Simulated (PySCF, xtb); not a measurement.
aminosilylcyclopropane (C3H9NSi), SMILES N[SiH2]C1CC1. The values are those of a single conformer.

Harmonic wavenumbers (cm⁻¹) from GFN2-xTB (xtb) at its own minimum, in rising order: 39, 139, 157, 252, 288, 481, 515, 612, 658, 734, 754, 810, 822, 846, 897, 961, 1005, 1022, 1070, 1071, 1115, 1162, 1249, 1350, 1451, 1492, 1529, 2243, 2246, 3010, 3070, 3074, 3080, 3092, 3475, 3508.

Q: What does B3LYP-D3(BJ)/def2-SVP (PySCF) give at its own minimum? (Estimate from the structure and the level; the computed values follow.)

A: 73, 133, 176, 241, 314, 381, 527, 638, 740, 800, 824, 841, 879, 901, 927, 929, 934, 1028, 1058, 1076, 1118, 1180, 1212, 1304, 1444, 1488, 1546, 2195, 2214, 3108, 3112, 3122, 3195, 3206, 3565, 3656. Paired by order, the mean absolute difference is 45 cm⁻¹ and the zero-point energies are 70.5 and 71.6 kcal/mol.
